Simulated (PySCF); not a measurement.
C2H4N2OSi, SMILES N1[Si@@H](O)C=NC=1.

Geometry: r2SCAN-D4/def2-SVP. The structure was generated by enumeration; whether it is a known compound was not checked. One conformer was computed; it need not be the lowest.

Two levels are set side by side: TDA-PBE/def2-SVPD (PySCF) and TDA-CAM-B3LYP/def2-SVPD (PySCF). Vertical, same geometry. The lowest singlet is HOMO→LUMO 99 % with PBE and HOMO→LUMO 97 % with the other functional; states are paired by order. Differences are taken from unrounded values.

| quantity | TDA-CAM-B3LYP |
|---|---|
| lowest singlet excitation (eV) | 3.37 |
| lowest triplet excitation (TDA) (eV) | 2.81 |

Problem. What does TDA-PBE give, and how far is it from TDA-CAM-B3LYP? (An estimate is asked for; the answer gives what the named calculation found.)

Solution. 
```
quantity                              TDA-PBE  TDA-PBE minus TDA-CAM-B3LYP
------------------------------------  -------  ---------------------------
lowest singlet excitation (eV)           2.66                        -0.71
lowest triplet excitation (TDA) (eV)     2.23                        -0.58
```

A lower first singlet is the usual sign of a functional without exact exchange. Differences between two approximate levels are no errors against the true value.

Rough cost on one machine, each run with all the roots and properties that it gave: TDA-CAM-B3LYP against TDA-PBE about 4 times.
